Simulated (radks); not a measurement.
All-electron atom: Pb15+ in [Kr] 4d10 4f14 5s2 5p5.

Calculated with a radial shooting solver on a logarithmic mesh with Libxc functionals: scalar-relativistic Kohn-Sham, exchange-only LDA, spin-polarised, spherical densities, point nucleus; open shells are filled with parallel spins first (spin-orbit coupling, left out, can overturn this in heavy ions).

Energy parts (eV):
part                   energy
total              -565733.10
kinetic             639943.95
electron-nucleus  -1392916.49
Hartree             196928.70
exchange             -9689.26

Orbitals (lengths in bohr, moments of r in powers of bohr; r(max) is where P^2 peaks; r(90%) holds 90 % of the orbital's charge):
| orbital | occ. | eigenvalue (eV) | <r^4> | r(90%) | r(max) | <r> |
|---|---|---|---|---|---|---|
| 1s up | 1 | -88375.95 | 3.537e-07 | 0.0294 | 0.009846 | 0.01605 |
| 1s down | 1 | -88375.73 | 3.537e-07 | 0.0294 | 0.009846 | 0.01605 |
| 2s up | 1 | -16059.85 | 0.00005104 | 0.105 | 0.05717 | 0.06762 |
| 2s down | 1 | -16059.72 | 0.00005104 | 0.105 | 0.05717 | 0.06762 |
| 2p up | 3 | -13822.55 | 0.00004236 | 0.100 | 0.04762 | 0.06145 |
| 2p down | 3 | -13822.38 | 0.00004236 | 0.100 | 0.04762 | 0.06145 |
| 3s up | 1 | -4082.609 | 0.001831 | 0.256 | 0.1612 | 0.1746 |
| 3s down | 1 | -4082.467 | 0.001831 | 0.256 | 0.1612 | 0.1746 |
| 3p up | 3 | -3441.227 | 0.002042 | 0.264 | 0.1613 | 0.1765 |
| 3p down | 3 | -3441.072 | 0.002042 | 0.264 | 0.1613 | 0.1765 |
| 3d up | 5 | -2787.328 | 0.001565 | 0.248 | 0.1313 | 0.1599 |
| 3d down | 5 | -2787.178 | 0.001565 | 0.248 | 0.1313 | 0.1599 |
| 4s up | 1 | -1152.098 | 0.03967 | 0.550 | 0.3619 | 0.3837 |
| 4s down | 1 | -1151.843 | 0.03964 | 0.549 | 0.3620 | 0.3836 |
| 4p up | 3 | -941.3413 | 0.05303 | 0.592 | 0.3819 | 0.4090 |
| 4p down | 3 | -941.0556 | 0.05295 | 0.592 | 0.3819 | 0.4089 |
| 4d up | 5 | -697.6681 | 0.06992 | 0.637 | 0.3874 | 0.4286 |
| 4d down | 5 | -697.3294 | 0.06971 | 0.637 | 0.3874 | 0.4284 |
| 4f up | 7 | -427.9224 | 0.1011 | 0.700 | 0.3470 | 0.4439 |
| 4f down | 7 | -427.5027 | 0.1003 | 0.698 | 0.3469 | 0.4433 |
| 5s up | 1 | -423.2632 | 0.7252 | 1.13 | 0.7694 | 0.8070 |
| 5s down | 1 | -421.7184 | 0.7242 | 1.13 | 0.7687 | 0.8065 |
| 5p up | 3 | -357.5598 | 1.065 | 1.25 | 0.8429 | 0.8862 |
| 5p down | 2 | -355.9279 | 1.066 | 1.25 | 0.8423 | 0.8861 |
| 5d up | 0 | -277.8538 | 1.805 | 1.43 | 0.9480 | 1.004 |
| 5d down | 0 | -276.2557 | 1.816 | 1.43 | 0.9479 | 1.005 |
| 6s up | 0 | -217.9176 | 7.398 | 2.01 | 1.461 | 1.457 |
| 6s down | 0 | -217.0476 | 7.468 | 2.02 | 1.463 | 1.460 |

The highest occupied level is 5p down at -355.93 eV. Summed over all electrons, <r^2> = 13.31 bohr^2, which gives a Langevin (diamagnetic) susceptibility term of -10.5 x 10^-6 cm^3/mol.
